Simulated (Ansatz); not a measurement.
Coupled-cluster run, CH₉NSi₃, SMILES `[SiH3][SiH]1NC[SiH2]1`.

```yaml
crystal:
  periodic: [false, false, false]
  atoms:
    - {symbol: Si, position_ang: [-1.655890, 1.415561, 1.291023]}
    - {symbol: Si, position_ang: [-0.175908, 0.814313, -0.426402]}
    - {symbol: N, position_ang: [-0.405550, -0.768989, -1.093732]}
    - {symbol: C, position_ang: [0.762115, -1.612994, -0.827903]}
    - {symbol: Si, position_ang: [1.813202, -0.288442, 0.080050]}
    - {symbol: H, position_ang: [-1.296945, 2.751219, 1.845764]}
    - {symbol: H, position_ang: [-3.061345, 1.483952, 0.797696]}
    - {symbol: H, position_ang: [-1.603309, 0.415487, 2.392737]}
    - {symbol: H, position_ang: [-0.163199, 1.930322, -1.424198]}
    - {symbol: H, position_ang: [-1.203348, -1.180810, -1.549764]}
    - {symbol: H, position_ang: [1.237962, -1.984831, -1.743352]}
    - {symbol: H, position_ang: [0.533754, -2.477521, -0.193151]}
    - {symbol: H, position_ang: [2.132626, -0.615155, 1.495754]}
    - {symbol: H, position_ang: [3.072933, 0.088489, -0.615724]}
basis:
  gaussian: {orbitals: def2-TZVPP}
correlation: {method: ccsd_t}
```

```sh
$ ansatz run in.yaml --threads 4 --pin off --events-out ev --progress --plain --max-ram 10444MiB
```

Output of Ansatz, abridged:

```
Functional definition: HF
1795 factors; integrals over basis functions are off by at most 8.6e-4 eV
mean field evaluation 1: about -26238.2934 eV, gradient 3.8e1 eV
mean field evaluation 2: about -26238.6339 eV, gradient 3.8e1 eV
mean field evaluation 4: about -26242.7875 eV, gradient 4.8e0 eV
mean field evaluation 8: about -26242.8900 eV, gradient 2.6e-1 eV
mean field evaluation 16: about -26242.8903 eV, gradient 1.8e-6 eV
mean field -26242.89033801 eV, -964.4084318519 hartree, gradient 1.8e-6 eV, S^2 0.000000; 0 other end points of the search recorded, 0 dependent functions left out
17 core orbitals not correlated: weight in the atoms' cores, before any rotation towards them, 1.000 or more for the frozen orbitals, at most 0.000 for the correlated occupied ones
reference -26242.89033801 eV, -964.4084318519 hartree; 15, 15 occupied and 282, 282 virtual orbitals, 1795 factors
second order -20.39344032 eV of doubles, -0.00000000 eV of singles
cycle   1  -21.53940615 eV  change    -1.1e0 eV  update   1.1e-1
cycle   2  -22.19942115 eV  change   -6.6e-1 eV  update   3.4e-2
cycle   3  -22.29858131 eV  change   -9.9e-2 eV  update   1.5e-2
cycle   4  -22.28937427 eV  change    9.2e-3 eV  update   4.3e-3
cycle   5  -22.28811634 eV  change    1.3e-3 eV  update   2.0e-3
cycle   6  -22.28800232 eV  change    1.1e-4 eV  update   5.7e-4
cycle   7  -22.28775274 eV  change    2.5e-4 eV  update   2.4e-4
cycle   8  -22.28778971 eV  change   -3.7e-5 eV  update   9.9e-5
cycle   9  -22.28783624 eV  change   -4.7e-5 eV  update   3.8e-5
cycle  10  -22.28782006 eV  change    1.6e-5 eV  update   1.6e-5
perturbative correction -0.90998824 eV, -0.0334414512 hartree
Total energy: -26266.08814632 eV, -965.2609355831 hartree
```

Run time 16 min (4 threads of an Arm Neoverse V1 on a shared host); peak host memory 4 GiB.

Correlation energy per correlated electron: -0.773 eV. T1 diagnostic: 0.0129.
